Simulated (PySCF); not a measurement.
# Potassium: a sound run and one with changed settings

Sound run: K [Ar] 4s1, K⁺ [Ar]. Calculation: PySCF 2.14, in cc-pVDZ-X2C; the spin-free X2C one-electron Hamiltonian (Gaussian nucleus). The sound run starts from symmetry-adapted Hartree-Fock orbitals and uses a fine grid where one is needed.

Changed run: initial guess 1e, at most 50 SCF cycles.

```csv
species,method,sound run (hartree),changed run (hartree),converged
K,UHF,-601.45698,-601.36597,yes
K,B3LYP,-602.24075,-602.24075,yes
K,r2SCAN,-602.18356,-602.18356,yes
K⁺,UHF,-601.30928,-601.30928,yes
K⁺,B3LYP,-602.07550,-602.07550,yes
K⁺,r2SCAN,-602.02764,-602.02764,yes
```

Ionisation energy of K:

```
method  sound run (eV)  changed run (eV)
 B3LYP           4.497             4.497
r2SCAN           4.243             4.243
```

The plain start fixes occupations by D2h representation alone, and K at UHF landed in another state (other ⟨L²⟩ or ⟨S²⟩). 

For comparison, NIST gives 4.341 eV between the lowest levels.
